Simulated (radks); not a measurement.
Valence configurations of neutral rhenium (all share [Xe]). Calculated with a radial shooting solver on a logarithmic mesh with Libxc functionals: Dirac Kohn-Sham, LDA (Slater exchange, Perdew-Wang correlation), spin-unpolarised, spherical densities, finite nucleus; open shells fill j = l - 1/2 first; Fermi nuclear charge, rms radius 5.3698 fm. Energies are relative to 4f14 5d5 6s2; eigenvalues in eV.

| valence | E (eV) | e(4f5/2) | e(4f7/2) | e(5d3/2) | e(5d5/2) | e(6p1/2) |
|---|---|---|---|---|---|---|
| 4f14 5d5 6s2 | 0.000 | -43.392 | -40.877 | -5.885 | -5.009 | - |
| 4f14 5d6 6s1 | 1.411 | -41.323 | -38.809 | -4.548 | -3.740 | - |
| 4f14 5d4.5 6s2 6p0.5 | 1.797 | -45.274 | -42.759 | -7.280 | -6.358 | -2.351 |
| 4f14 5d5 6s1.5 6p0.5 | 2.152 | -44.092 | -41.576 | -6.520 | -5.633 | -2.187 |
| 4f14 5d7 | 3.413 | -39.669 | -37.155 | -3.495 | -2.749 | - |
| 4f14 5d4 6s2 6p1 | 4.016 | -47.213 | -44.696 | -8.685 | - | -2.839 |
| 4f14 5d4.5 6s1.5 6p1 | 4.080 | -45.942 | -43.426 | -7.875 | -6.941 | -2.670 |
| 4f14 5d5 6s1 6p1 | 4.355 | -44.753 | -42.238 | -7.116 | -6.218 | -2.512 |
| 4f14 5d5 6p2 | 8.912 | -45.984 | -43.468 | -8.208 | -7.289 | -3.075 |
| 4f13.5 5d5.5 6s2 | 18.982 | -48.158 | -45.595 | -6.458 | -5.516 | - |

NIST lists [Xe] 4f14 5d5 6s2 as the ground configuration; this level of theory agrees among the configurations tried. The energies are those of spherical spin-averaged densities, not of single terms.
